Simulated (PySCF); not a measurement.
HO3S, charge +1. Atoms are numbered in the order given.

```xyz
5

O     -1.3700     0.6100     0.0000
S     -0.1007    -0.0845     0.0000
O      0.2544    -1.4806     0.0000
O      1.1927     0.8151     0.0000
H      0.9939     1.7959     0.0000
```
Charge +1, spin multiplicity 1.

The structure is a stationary point at PBE-D3(BJ)/def2-SVP. The isomer is the one that the SMILES or the coordinates give; other isomers of the formula were not compared.

Calculation: PySCF with TDA-PBE/def2-SVPD.

Vertical excitations. Gas-phase values at a fixed geometry. State labels are in the subgroup Cs.

Computed excitation energies, oscillator strengths and character:
```
state  symmetry  energy (eV)  λ (nm)      f                                               main pairs
-----  --------  -----------  ------  -----  -------------------------------------------------------
S1           A"         4.99     248  0.000                                          HOMO→LUMO 100 %
S2           A'         5.12     242  0.001                                         HOMO→LUMO+1 98 %
S3           A"         5.76     215  0.000                                      HOMO−1→LUMO+1 100 %
S4           A"         6.05     205  0.000                     HOMO−3→LUMO 80 %, HOMO−2→LUMO+1 20 %
S5           A"         6.15     202  0.000                     HOMO−2→LUMO+1 80 %, HOMO−3→LUMO 20 %
S6           A'         6.21     200  0.001                     HOMO−3→LUMO+1 72 %, HOMO−2→LUMO 28 %
S7           A'         7.04     176  0.021                     HOMO−1→LUMO 60 %, HOMO−4→LUMO+1 30 %
S8           A'         7.61     163  0.123  HOMO−2→LUMO 48 %, HOMO−3→LUMO+1 19 %, HOMO−5→LUMO+1 9 %
S9           A"         7.77     160  0.000                                         HOMO−4→LUMO 98 %
S10          A'         8.47     146  0.093    HOMO−4→LUMO+1 51 %, HOMO→LUMO+2 11 %, HOMO−2→LUMO 8 %
T1           A"         4.48     277      0                                          HOMO→LUMO 100 %
T2           A'         4.58     271      0                                         HOMO→LUMO+1 98 %
T3           A'         4.70     264      0                                         HOMO−1→LUMO 98 %
T4           A"         5.25     236      0                                       HOMO−1→LUMO+1 98 %
```
Triplets are in the Tamm–Dancoff approximation.
